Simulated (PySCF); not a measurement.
Al(F)(Me)(Et), SMILES C[CH2][Al]([CH3])[F] (C3H8AlF), PBE0/def2-SVP optimised geometry.

```
13

Al     0.14    -0.79     0.00
F      1.82    -0.79     0.00
C     -0.72    -2.53     0.00
H     -0.44    -3.11     0.90
H     -0.39    -3.13    -0.87
H     -1.82    -2.47    -0.03
C     -0.75     0.95     0.00
C      0.13     2.20     0.04
H     -1.46     0.95     0.85
H     -1.41     0.97    -0.89
H      0.81     2.25    -0.82
H      0.76     2.23     0.94
H     -0.47     3.13     0.03
```

Density from PBE0/def2-TZVP (PySCF 2.14.0) at that geometry.

Minimum of the electron density along straight lines between bonded atoms, close to the bond critical point (lines longer than 1.1 times the sum of covalent radii, or with two minima, are not listed):

| bond | length / Å | ρ at the minimum / e bohr⁻³ | ∇²ρ there / e bohr⁻⁵ | position (fraction from the first atom) |
|---|---|---|---|---|
| Al1–F2 | 1.676 | (withheld) | 0.84 | 0.43 |
| Al1–C3 | 1.947 | 0.088 | 0.27 | 0.40 |
| C3–H4 | 1.103 | 0.262 | -0.84 | 0.64 |
| C3–H5 | 1.103 | 0.262 | -0.84 | 0.64 |
| C3–H6 | 1.101 | 0.264 | -0.85 | 0.64 |
| Al1–C7 | 1.956 | 0.089 | 0.26 | 0.40 |
| C7–C8 | 1.529 | (withheld) | (withheld) | 0.50 |
| C7–H9 | 1.107 | 0.262 | -0.83 | 0.64 |
| C7–H10 | 1.108 | 0.262 | -0.83 | 0.64 |
| C8–H11 | 1.101 | 0.272 | -0.91 | 0.64 |
| C8–H12 | 1.101 | 0.272 | -0.91 | 0.64 |
| C8–H13 | 1.103 | 0.271 | -0.91 | 0.64 |

Question: Fill in the missing entries.

Answer: 
- Al1–F2, ρ at the minimum / e bohr⁻³: 0.105
- C7–C8, ρ at the minimum / e bohr⁻³: 0.239
- C7–C8, ∇²ρ there / e bohr⁻⁵: -0.57
